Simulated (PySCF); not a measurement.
Isomers of C7H7N3, from PBE0-D3(BJ)/def2-SVP geometry optimisation, gas phase in PySCF 2.14.0. One conformer each, no zero-point energy, no frequencies.

Task: Which is lower in electronic energy at this level?
A. `[N:1]#[C:2][c:3]1[cH:4][cH:5][n:6][n:7]1[CH:8]1[CH2:9][CH2:10]1` with N6–N7–C8–C9 29°: A = 1955, B = 1294, C = 829.6 MHz, dipole 2.35 D
B. `CN(C)C(=C=CC#N)C#N`: A = 1932, B = 806.6, C = 627.5 MHz, dipole 5.48 D

Result: A. That is `N#Cc1ccnn1C1CC1`, 40.2 kcal/mol below the other.

```csv
SMILES,mapped SMILES,E (Eh),relative (kcal/mol),relative (kJ/mol),dipole (D)
N#Cc1ccnn1C1CC1,[N:1]#[C:2][c:3]1[cH:4][cH:5][n:6][n:7]1[CH:8]1[CH2:9][CH2:10]1,-434.34168,0.0,0.0,2.35
CN(C)C(=C=CC#N)C#N,[CH3:1][N:2]([CH3:3])[C:4](=[C:5]=[CH:6][C:7]#[N:8])[C:9]#[N:10],-434.27756,40.2,168.4,5.48
```

As drawn, the lower has an aromatic ring, a three-membered ring and an N–N linkage, which the higher lacks; the higher has cumulated double bonds and a C=C bond outside aromatic rings, which the lower lacks.
